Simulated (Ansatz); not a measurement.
Cartesian coordinates in Å:
```
C 1.1786 -0.8953 -1.0890
Sn 0.6634 0.9903 -0.2974
Cl 2.1008 1.7995 1.3019
Cl 0.3493 2.6504 -1.8509
O -1.1185 0.9629 0.6001
C -1.6055 -0.1495 1.1036
F -2.0616 -0.9936 0.1530
F -0.6727 -0.8551 1.7954
F -2.6121 0.0964 1.9312
H 0.3635 -1.2281 -1.7296
H 2.0994 -0.7936 -1.6607
H 1.3154 -1.5844 -0.2574
```

Charge 0, multiplicity 1. Sn: def2 effective core potential.

(1) List the ωB97M-V/def2-TZVPP orbital energies in eV (the Gaussian-basis code of Ansatz). (Best estimate.)

## Answers

(1) The calculation gave: Occupied: -2772.39, -2772.37, -678.70, -678.63, -678.59, -527.29, -289.59, -282.85, -262.77, -262.74, -200.25, -200.22, -200.11, -200.11, -200.09, -200.08, -145.02, -99.64, -99.63, -99.53, -39.86, -37.31, -37.17, -33.86, -33.34, -33.22, -33.13, -33.12, -32.10, -26.13, -25.59, -23.46, -22.37, -20.00, -19.77, -19.36, -16.95, -16.24, -16.19, -15.55, -15.36, -15.08, -15.02, -14.86, -14.42, -13.56, -13.46, -12.91, -12.55, -12.22, -11.97, -11.81, -11.62. Lowest empty: -0.02, 1.57, 1.86, 2.02, 2.93, 3.45, 3.56, 4.33.
